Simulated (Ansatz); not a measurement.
Ansatz (a quantum-chemistry and plane-wave program) input:
A basis named .json is the Basis Set Exchange file of that set.

Ansatz 0.2 input:
```yaml
crystal:
  periodic: [false, false, false]
  atoms:
    - {symbol: Mo, position_ang: [0.10434019, -0.33647491, 0.07782385]}
    - {symbol: O, position_ang: [1.77489818, -0.50911128, -0.07707469]}
    - {symbol: O, position_ang: [-0.42476405, -0.80091449, 1.61043777]}
    - {symbol: Cl, position_ang: [-0.89313888, 1.44777367, -0.91385331]}
basis:
  gaussian:
    orbitals: def2-QZVPP.json
hamiltonian:
  xc: pbe
magnetization: {spin_polarized: true, initial_magnetization: 1}
correlation: {method: rpa, electrons: outside_noble_gas}
```

Predict the final energy.

-678.32860 Eh (RPA@PBE/def2-QZVPP). The basis has 265 functions.

The spin state was set by rule; other spins were not relaxed.
